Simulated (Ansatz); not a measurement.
`[OH][Ti]([Cl])([Cl])[Cl]` + H₂S → `[OH][Ti]([SH])([Cl])[Cl]` + HCl  (ligand exchange at a Ti–Cl bond)

Isolated molecules relaxed with PBE0-D4/def2-TZVP in Ansatz; ΔE leaves out vibrations. CBS: MP2 limit from def2 TZ/QZ plus the TZ coupled-cluster correction, frozen cores. This one scheme is used for every species. DFT in def2-TZVPP. For Ti outer-core shells are correlated without core-valence functions, which leaves a few kJ/mol of doubt a bond. Scalar relativity is left out up to krypton. Each species was taken in one conformer, which may not be the lowest.

```csv
species,r2SCAN0-D4 energy (Eh)
`[OH][Ti]([Cl])([Cl])[Cl]`,-2306.03614
H₂S,-399.37011
`[OH][Ti]([SH])([Cl])[Cl]`,-2244.60322
HCl,-460.78281
```

(1) Work out ΔE.

Largest T1 diagnostic among the species: 0.026, so the coupled-cluster value is less sure than usual.

Results:

(1) ΔE = (-2244.60322) + (-460.78281) − (-2306.03614) − (-399.37011) = 0.02022 Eh = +53.1 kJ/mol. CCSD(T)/CBS gives +49.1 kJ/mol.

The D4 term adds −3.2 kJ/mol with B3LYP and −1.8 kJ/mol with PBE0; it sums over pairs of atoms, weighted by their polarisabilities, and B3LYP, whose exchange is more repulsive, gets the larger term. From BLYP to BHLYP (50 % exact exchange), in def2-TZVPP and without D4, ΔE moves by +3.8 kJ/mol.

B3LYP here is the variant with VWN-RPA as its local correlation; programs differ in this.
